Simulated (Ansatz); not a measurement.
Basis-set extrapolation for `N[SiH]1NC[SiH2]1` (PBE0-D4/def2-TZVP geometry, frozen core, the Gaussian-basis code of Ansatz). Multiplicity 1, RHF reference.

```csv
,def2-TZVPP,def2-QZVPP
HF,-729.402618,-729.428247
MP2 correlation,-0.836650,-0.896404
CCSD(T) correlation,-0.923913,not run
```

Energies in hartree. Use E(X) = E(∞) + A·exp(−7.88·√X) for Hartree–Fock and E(X) = E(∞) + B·X^(−2.97) for correlation, with X = 3 and 4, and add CCSD(T) minus MP2 of the smaller set to the MP2 limit.

Problem. What is the CCSD(T) energy at the basis-set limit?

Solution. HF limit: -729.428247 + (-0.025629) × 0.13774 = -729.43178. MP2 limit: -0.896404 + (-0.059754) × 0.74074 = -0.94067. Higher-order term: -0.923913 − (-0.836650) = -0.08726. Total: -730.45971 hartree, 349.7 kJ/mol below CCSD(T)/def2-TZVPP.
